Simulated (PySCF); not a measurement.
Geometry:
```json
{"atom": "Cl1", "x (Å)": "2.668", "y (Å)": "0.417", "z (Å)": "1.558"}
{"atom": "C2", "x (Å)": "2.053", "y (Å)": "-0.108", "z (Å)": "-0.040"}
{"atom": "Cl3", "x (Å)": "2.517", "y (Å)": "-1.821", "z (Å)": "-0.274"}
{"atom": "Cl4", "x (Å)": "2.874", "y (Å)": "0.852", "z (Å)": "-1.280"}
{"atom": "C5", "x (Å)": "0.568", "y (Å)": "0.019", "z (Å)": "-0.072"}
{"atom": "C6", "x (Å)": "-0.143", "y (Å)": "0.765", "z (Å)": "-0.926"}
{"atom": "Si7", "x (Å)": "-1.984", "y (Å)": "0.573", "z (Å)": "-0.539"}
{"atom": "C8", "x (Å)": "-1.527", "y (Å)": "-0.603", "z (Å)": "0.864"}
{"atom": "C9", "x (Å)": "-0.199", "y (Å)": "-0.740", "z (Å)": "0.920"}
{"atom": "H10", "x (Å)": "0.318", "y (Å)": "1.361", "z (Å)": "-1.693"}
{"atom": "H11", "x (Å)": "-2.583", "y (Å)": "1.827", "z (Å)": "-0.088"}
{"atom": "H12", "x (Å)": "-2.709", "y (Å)": "-0.067", "z (Å)": "-1.633"}
{"atom": "H13", "x (Å)": "-2.180", "y (Å)": "-1.118", "z (Å)": "1.547"}
{"atom": "H14", "x (Å)": "0.327", "y (Å)": "-1.358", "z (Å)": "1.632"}
```

One averaged value for each set of equivalent atoms, one computed conformer, no relativistic terms, gas phase. PBE0/pcSseg-1 with gauge-including orbitals; geometry from GFN2-xTB; PySCF 2.14.0 with density-fitted response routines.

Shifts are taken against calculated references (same method and geometry level): $^{13}$C (186.93 ppm), $^{1}$H (31.72 ppm), $^{29}$Si (349.16 ppm) against TMS; HCl for $^{35}$Cl (949.78 ppm).

```csv
atoms,nucleus,count,δ (ppm)
H11/H12,$^{1}$H,2,?
C5,$^{13}$C,1,166.4
Si7,$^{29}$Si,1,-38.7
C9,$^{13}$C,1,157.1
H14,$^{1}$H,1,?
C6,$^{13}$C,1,133.2
C2,$^{13}$C,1,119.5
H13,$^{1}$H,1,6.44
Cl1/Cl3/Cl4,$^{35}$Cl,3,?
H10,$^{1}$H,1,6.68
C8,$^{13}$C,1,136.2
```

Estimate the values marked ?.

## Answers


- H14: 7.60 ppm, hydrogen on an alkene CH; attached to an sp2 carbon and in the plane of the double bond
- H11/H12: 4.76 ppm, hydrogen on a silicon bonded to 2 C, in a 5-membered ring
- Cl1/Cl3/Cl4: 482 ppm, chlorine bonded to C

Carbons that carry Cl, above all several Cl atoms, come out too deshielded, partly because spin–orbit coupling is missing. Shifts are as computed. Against solution values, carbons near 30 ppm lie about +3 ppm off and those near 130 ppm about +5 ppm; carbons on Cl a further +6 ppm. Of 1211 compounds with measured shifts, 218 miss one by over three times the rms of a fit or turn the order of signals round; such compounds aren't used in these exercises.
